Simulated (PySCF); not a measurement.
Compound: C₂H₆BFN₂.
Structure used (PBE0-D3(BJ)/def2-SVP), in Å, numbered top down from 1:
```xyz
12
C2H6BFN2 angstrom
C      1.8439    0.7613   -0.4299
C      0.7316    0.1008   -0.7537
F      0.6380   -0.4023   -2.0064
B     -0.5330   -0.2139    0.1499
N     -0.6628    0.3883    1.4215
N     -1.4717   -1.1182   -0.3854
H      1.9698    1.1675    0.5747
H      2.6542    0.9004   -1.1500
H     -0.0371    1.1071    1.7511
H     -1.4499    0.2293    2.0336
H     -2.3190   -1.4140    0.0764
H     -1.3212   -1.5331   -1.2940
```

Jobs on this species (12 atoms, 46 electrons) with PySCF (density fitting). Hardware of each: Arm Neoverse V1, one thread, shared host. Times come from a shared host and carry two figures at best. Peak memory is the resident size of the whole Python process, interpreter and libraries included.

Task: Rank these jobs by wall time, shortest first.
A. LDA/pcJ-1; spin–spin couplings from 12 perturbed nuclei, spin–dipole term for 4 of them; 222 basis functions
B. PBE0/6-31G; shieldings, charges and field gradients; 66 basis functions
C. BP86/pcSseg-2; shieldings; 300 basis functions

Result: B (5.8 s), A (21 s), C (51 s).

All jobs:

```json
{"level and settings": "PBE0/6-31G", "work": "shieldings, charges and field gradients", "basis functions": "66", "SCF cycles": "14", "wall time": "5.8 s", "peak memory": "0.44 GiB"}
{"level and settings": "LDA/pcJ-1", "work": "spin–spin couplings from 12 perturbed nuclei, spin–dipole term for 4 of them", "basis functions": "222", "SCF cycles": "15", "wall time": "21 s", "peak memory": "0.69 GiB"}
{"level and settings": "PBE/pcJ-1", "work": "spin–spin couplings from 12 perturbed nuclei, spin–dipole term for 4 of them", "basis functions": "222", "SCF cycles": "15", "wall time": "29 s", "peak memory": "0.67 GiB"}
{"level and settings": "PBE0/pcSseg-2", "work": "shieldings", "basis functions": "300", "SCF cycles": "14", "wall time": "35 s", "peak memory": "1.2 GiB"}
{"level and settings": "LDA/pcSseg-2", "work": "shieldings", "basis functions": "300", "SCF cycles": "14", "wall time": "41 s", "peak memory": "1.0 GiB"}
{"level and settings": "BP86/pcSseg-2", "work": "shieldings", "basis functions": "300", "SCF cycles": "14", "wall time": "51 s", "peak memory": "0.94 GiB"}
{"level and settings": "KT2/pcSseg-2", "work": "shieldings", "basis functions": "300", "SCF cycles": "16", "wall time": "52 s", "peak memory": "0.92 GiB"}
{"level and settings": "B97-2/pcJ-1", "work": "spin–spin couplings from 12 perturbed nuclei, spin–dipole term for 4 of them", "basis functions": "222", "SCF cycles": "14", "wall time": "63 s", "peak memory": "0.83 GiB"}
{"level and settings": "CAM-B3LYP/pcSseg-2", "work": "shieldings", "basis functions": "300", "SCF cycles": "13", "wall time": "65 s", "peak memory": "1.4 GiB"}
```

Task: What do all jobs in the table cost together?

Result: About 6.0 min; the longest takes about 18 % of that, and about 11 times as long as the shortest.
